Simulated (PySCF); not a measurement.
I⁺: ionisation energy

I⁺ [Kr] 4d10 5s2 5p4 (3P) → I²⁺ [Kr] 4d10 5s2 5p3 (4S), as a difference of total energies. Calculation: PySCF 2.14, in aug-cc-pVQZ-PP with ECP28MDF (7s7p5d3f2g, 92 functions); a scalar-relativistic core potential. Correlated levels: valence: 4s2 4p6 4d10 frozen. The calculations carry no spin-orbit coupling.

```json
{"method": "UHF", "ionisation energy (eV)": "17.663"}
{"method": "LDA", "ionisation energy (eV)": "19.024"}
{"method": "PBE", "ionisation energy (eV)": "18.709"}
{"method": "PBE0", "ionisation energy (eV)": "18.726"}
{"method": "r2SCAN", "ionisation energy (eV)": "18.747"}
{"method": "B3LYP", "ionisation energy (eV)": "18.900"}
{"method": "BP86", "ionisation energy (eV)": "18.908"}
{"method": "r2SCANh", "ionisation energy (eV)": "18.751"}
{"method": "r2SCAN0", "ionisation energy (eV)": "18.758"}
```

**Question.** Estimate what SCS-MP2 (valence) gives.

**Answer.** 18.489 eV, closest to PBE among the rows shown.

**Question.** Estimate what MP2 (valence) gives.

**Answer.** 18.403 eV, closest to PBE among the rows shown.

Errors of the correlated levels include the incompleteness of this basis and the frozen core.

For comparison: 18.750 eV (measured; NIST levels, between the centres of gravity of the two terms).
